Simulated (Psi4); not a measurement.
F₅Si (SMILES F[Si-](F)(F)(F)F), charge -1, singlet, at a GFN2-xTB geometry (a gas-phase anion, which may not be bound at this level). Base run: B3LYP/def2-SVP in Psi4 1.11.

Geometry (Å):
```xyz
6

F     -0.9975    -1.1206    -0.7010
Si     0.0127    -0.0370     0.0179
F      1.1807    -0.5309    -1.0326
F     -0.9582    -0.1147     1.3456
F     -0.4647     1.3488    -0.6540
F      1.2199     0.4750     1.0140
```
Charge -1, spin multiplicity 1.
All else is at Psi4's defaults (density fitting).
Base energy -788.58210 Eh.

Each row names what was changed in the base input (with any setting that the change needs).

| change | ΔE vs base (µEh) | SCF cycles | grid points | basis functions |
|---|---|---|---|---|
| base | 0.0 | 7 | 130257 | 88 |
| dft_radial_points = 99 | 0.7 | 7 | 172351 | 88 |
| dft_spherical_points = 194 | -323 | 7 | 83960 | 88 |
| guess = core | 0.0 | 12 | 130257 | 88 |
| guess = sadno | 0.0 | 8 | 130257 | 88 |
| basis_guess = true | 0.0 | 1 | 130255 | 88 |
| guess = sapgau | 0.0 | 8 | 130257 | 88 |
| e_convergence = 1e-8 | 0.0 | 8 | 130257 | 88 |
| dft_pruning_scheme = robust | 0.9 | 7 | 89849 | 88 |
| dft_radial_points = 50 | -54.3 | 7 | 88068 | 88 |
| level_shift = 0.3 | 0.0 | 7 | 130257 | 88 |
| scf_type = direct | -12.6 | 9 | 130257 | 88 |
| df_basis_scf = cc-pvtz-jkfit | -66.4 | 7 | 130257 | 88 |

A gas-phase anion may not be bound at this level; its values then depend on the basis.
